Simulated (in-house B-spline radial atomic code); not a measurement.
Ionising Sr4+ with different functionals

Computed with a radial B-spline atomic code at the basis-set limit: four-component Dirac-Coulomb Hamiltonian, Fermi nucleus of rms radius 4.224 fm, spin-restricted, spherical fractional occupations for the functionals, and exact exchange of hybrids averaged over the configuration. The ionisation energy is the difference of two self-consistent energies, [Ar] 3d10 4s2 4p4 → [Ar] 3d10 4s2 4p3, without Breit or QED terms; ε is the level of the shell that loses the electron (mean over j). The electron is taken from both j subshells in proportion to 2j + 1, so the result is a j average, not the step between ground levels.

```tsv
method	rung	ΔSCF (eV)	-ε(4p) (eV)
B3LYP	global hybrid	?	?
B97-1	global hybrid	?	?
wB97X	range-separated hybrid	71.97	69.16
CAM-B3LYP	range-separated hybrid	72.20	68.21
```

Problem. What does B3LYP give?

Solution. ΔSCF 72.21 eV, and -ε(4p) = 66.30 eV.

Problem. What does B97-1 give?

Solution. ΔSCF 72.12 eV, and -ε(4p) = 66.31 eV.

Problem. Among the functionals, which spreads more, the ΔSCF values or the orbital energies?

Solution. The orbital energies: ΔSCF values span about 0.24 eV and the orbital energies 2.86 eV; here energy differences depend much less on the functional than eigenvalues do.

Problem. How do they compare with the NIST value?

Solution. NIST lists 70.7 eV ± 0.6 (semi-empirical, ground level to ground level). Errors run from +1.27 to +1.51 eV. The correlated functionals all miss on the same side by more than they spread, so the cause is common to them (Breit-QED terms, spin polarisation, the choice among j levels, multiplet and fine-structure energies, or a listed next ion that isn't the cheapest removal here) and closeness doesn't rank the functionals.
